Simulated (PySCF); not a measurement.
Mo³²⁺: ionisation energy

Mo³²⁺ [Ne] (1S) → Mo³³⁺ [He] 2s2 2p5 (2P), as a difference of total energies. All numbers are calculated (PySCF 2.14, no relativity, point nucleus, in an uncontracted even-tempered set (17 s from 11 bohr⁻², ratio 2.2; 11 p from 15 bohr⁻², ratio 2.2; 6 d from 64 bohr⁻², ratio 2.4; 5 f from 97 bohr⁻², ratio 2.4; 4 g from 150 bohr⁻², ratio 2.4)). Correlated levels: nothing frozen; virtual orbitals above 40 to 60 times the deepest correlated orbital energy dropped. The calculations carry no spin-orbit coupling.

| method | ionisation energy (eV) |
| --- | --- |
| UHF | 4248.6 |
| LDA | 4246.9 |
| PBE | 4246.9 |
| PBE0 | 4247.8 |
| r2SCAN | 4249.9 |
| M06-L | 4249.8 |
| M06 | 4251.1 |
| MP2 (all electrons) | 4250.2 |
| SCS-MP2 (all electrons) | 4250.1 |

A first-order spin-orbit estimate (lowest level to lowest level, LS coupling) adds -32.181 eV.

The gap to the reference is mostly relativistic.

For comparison: 4259 ± 2.4 eV (semi-empirical (NIST evaluation); NIST Atomic Spectra Database, ionization energies).
